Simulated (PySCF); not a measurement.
CsI, SMILES [I][Cs].

The structure is a stationary point at B3LYP-D3(BJ)/def2-TZVPD. The def2 effective core potentials stand for the cores of Cs, I; spin–orbit coupling is left out.

Computed with ωB97X/def2-TZVPD run with PySCF.

Gas-phase values at a fixed geometry.

Q: Estimate the frontier levels, gap, dipole moment and polarisability. (Estimate from the structure and the level; the computed values follow.)

A: 
```
Quantity                                                                                                        Value
---------------------------------------------------------------------------------------------  ----------------------
highest occupied level                                                                                       -7.43 eV
lowest empty level                                                                                           -0.14 eV
orbital gap                                                                                                   7.29 eV
dipole moment                                                                                               2.559 e·Å
quadrupole, principal values (traceless, Buckingham form, about the centre of nuclear charge)  -1.28, -1.28, 2.56 D·Å
mean static polarisability                                                                      74.9 bohr³ (11.11 Å³)
polarisability, principal values                                                               66.6, 66.6, 91.6 bohr³
```
